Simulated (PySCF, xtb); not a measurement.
C3H6FNSi, SMILES F[SiH2]N1C=CC1. The values are those of a single conformer.

Harmonic wavenumbers (cm⁻¹) from xtb with GFN2-xTB at its own minimum, in rising order: 46, 101, 139, 280, 419, 536, 546, 565, 674, 737, 793, 817, 824, 946, 969, 987, 1051, 1070, 1110, 1166, 1218, 1378, 1441, 1614, 2271, 2342, 2984, 2998, 3133, 3193.

Q: What does B3LYP-D3(BJ)/def2-SVP (PySCF 2.14.0) give at its own minimum? (An estimate is asked for; the answer gives what the named calculation found.)

A: 76, 83, 192, 281, 442, 532, 663, 674, 795, 856, 901, 918, 930, 953, 972, 992, 1051, 1081, 1104, 1222, 1244, 1362, 1453, 1615, 2268, 2276, 3047, 3110, 3203, 3280. Paired by order, the mean absolute difference is 49 cm⁻¹ and the zero-point energies are 52.0 and 53.7 kcal/mol.
